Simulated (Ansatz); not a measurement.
```yaml
crystal:
  periodic: [false, false, false]
  atoms:
    - {symbol: F, position_ang: [-1.369070, -1.402589, 0.988932]}
    - {symbol: B, position_ang: [-0.880584, -0.520233, 0.163492]}
    - {symbol: B, position_ang: [-0.367248, 0.504638, -0.823647]}
    - {symbol: C, position_ang: [-0.263260, 1.267309, -1.671462]}
    - {symbol: H, position_ang: [-0.313260, 1.267309, -1.721462]}
    - {symbol: H, position_ang: [1.678329, 0.544563, 0.168601]}
    - {symbol: H, position_ang: [0.639217, -0.585346, 1.010072]}
basis:
  gaussian: {orbitals: cc-pVTZ}
total_charge: -1
magnetization: {spin_polarized: true, initial_magnetization: 1}
hamiltonian: {xc: {name: wB97}}
```

```sh
$ ansatz run in.yaml --threads 2 --pin off --events-out ev --progress --plain --max-ram 4352MiB
```

Output, abridged:

```
Functional definition: wB97
  name "wB97"
  cite "Chai & Head-Gordon, J. Chem. Phys. 128, 084106 (2008) doi:10.1063/1.2834918"
  cite "Becke, J. Chem. Phys. 107, 8554 (1997) doi:10.1063/1.475007"
  parameter omega = 0.4/bohr
  parameter cx1 = 1.13116
  parameter cx2 = -2.74915
  parameter cx3 = 12.0900
  parameter cx4 = -5.71642
  parameter css1 = -2.55352
  parameter css2 = 11.8926
  parameter css3 = -26.9452
  parameter css4 = 17.0927
  parameter cos1 = 3.99051
  parameter cos2 = -17.0066
  parameter cos3 = 1.07292
  parameter cos4 = 8.88211
  # The coefficients of nought are those of the uniform gas.
  exchange = spin_sum(e_x_unif_sr(omega)*poly(b97_u_x, 1, cx1, cx2, cx3, cx4)) + exact_x_lr(omega)
  correlation = spin_sum(e_c_pw_same_spin*poly(b97_u_same, 1, css1, css2, css3, css4))
      + integral(e_c_pw_opposite_spin*poly(b97_u_opposite, 1, cos1, cos2, cos3, cos4))
914 factors; their error is unknown
290 factors; integrals over basis functions are off by at most 3.3e-5 eV
mean field evaluation 1: about -4252.0601 eV, gradient 9.8e1 eV
mean field evaluation 2: about -4072.4692 eV, gradient 1.4e2 eV
mean field evaluation 4: about -4285.4118 eV, gradient 1.4e1 eV
mean field evaluation 8: about -4287.0733 eV, gradient 7.9e-1 eV
mean field evaluation 16: about -4287.5533 eV, gradient 3.3e-2 eV
mean field evaluation 32: about -4287.5534 eV, gradient 5.3e-5 eV
a density is far from that of the atoms, so the factors are made again for it
964 factors; integrals over basis functions are off by at most 1.4e-3 eV
290 factors; integrals over basis functions are off by at most 3.3e-5 eV
mean field -4287.55334060 eV, -157.5646790590 hartree, gradient 1.9e-5 eV, S^2 0.760511; 0 other end points of the search recorded, 0 dependent functions left out
reference -4287.55333234 eV, -157.5646787554 hartree; 15, 14 occupied and 147, 148 virtual orbitals, 964 factors
Total energy: -4287.55333234 eV, -157.5646787554 hartree
```

In this input one atom was put on top of another. The calculation finished and met its thresholds. The result belongs to that input, not to the molecule as meant.
